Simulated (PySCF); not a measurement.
Vertical excitations of a molecule C₄F₆ from TDA-PBE0/def2-SVPD (PySCF), as energy in eV (oscillator strength): 5.58 (0.002), 6.26 (0.000), 6.48 (1.084), 6.97 (0.018), 7.07 (0.000), 7.48 (0.000). Lowest triplet (TDA): 3.13 eV. Geometry: B3LYP-D3(BJ)/def2-SVP. Other conformers were not sampled.

**Question.** Identify the compound among the candidates.
A. FC(F)=C(F)C(F)=C(F)F
B. FC1=C(F)C(F)(F)C1(F)F
C. FC(F)(F)C#CC(F)(F)F

**Answer.** A, FC(F)=C(F)C(F)=C(F)F
